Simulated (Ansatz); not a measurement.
**The dipole moment down a group: F to I**

One atom is swapped for its congeners: CH2F `[CH2]F`; CH2Br `[CH2]Br`; CH2I `[CH2]I`. The Cl member is missing. All are doublets with charge 0.

Shapes, held fixed at every level: PBE0-D4/def2-TZVP. Programs: Ansatz 0.2.0. Values in D.

| level | CH2F | CH2Br | CH2I |
| --- | --- | --- | --- |
| PBE-D4/def2-TZVPP | 1.14 | 0.82 | 0.54 |
| r2SCAN-D4/def2-TZVPP | 1.24 | 1.04 | 0.78 |
| B3LYP-D4/def2-TZVPP | 1.29 | 0.93 | 0.64 |
| wB97M-V/def2-TZVPP | 1.27 | 0.96 | 0.69 |

At wB97M-V/def2-TZVPP the dipole moment falls at every step, from 1.27 to 0.69 D. Every level shows the same order. Open shells run unrestricted unless RO is named. For atoms past krypton def2 sets carry core potentials with scalar relativity. Relativity is left out for Br unless named. Magnitudes only: a dipole under 1 D may point either way.
